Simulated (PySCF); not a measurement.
## Core binding energy against partial charge

C4H12Si2.
Atom-mapped SMILES: `[CH3:1][Si@@H:2]1[CH2:3][CH2:4][CH2:5][SiH2:6]1`

Binding energies: delta-SCF UKS SCAN, pcX-2 on the ionised atom, pcseg-1 elsewhere, spin-free X2C (PySCF). Charges: PBE0/pcSseg-1 ground-state density, for the ionised atom.

```tsv
atom	environment	C 1s (eV)	Mulliken (e)	IAO (e)	Hirshfeld (e)	ESP (e)
C3	sp3 carbon bound to silicon	289.80	-0.511	-0.526	-0.159	-0.246
C5	sp3 carbon bound to silicon	289.86	-0.509	-0.519	-0.156	-0.126
C1	Si-methyl carbon	290.04	-0.615	-0.696	-0.210	-0.683
C4	ring CH2 carbon	290.48	-0.250	-0.236	-0.066	-0.065
```

Question: How well does each charge scheme correlate with the binding energies over these sites?

Answer: Mulliken: r = 0.79, slope 1.6 eV per e; Hirshfeld: r = 0.72, slope 3.7 eV per e; IAO: r = 0.71, slope 1.1 eV per e; ESP: r = 0.22, slope 0.2 eV per e. Mulliken charges have the highest r, on only 4 points.

Question: The point-charge model writes a binding energy as kq + V + constant, with V the potential of the other atoms' charges at the site. What does it give with the Mulliken charges?

Answer: V = Σ 14.40 eV Å × q/r over all other atoms: +4.78 eV at C3, +4.70 eV at C5, +7.82 eV at C1, +0.25 eV at C4. Fitting binding energy − V to q gives k = 21.3 eV per e and leaves an rms residual of 0.27 eV, against 0.16 eV for the fit on q alone. The model has no term for differences in relaxation between sites.

Isolated species at its PBE0-D3(BJ)/def2-SVP geometry (one conformer only).
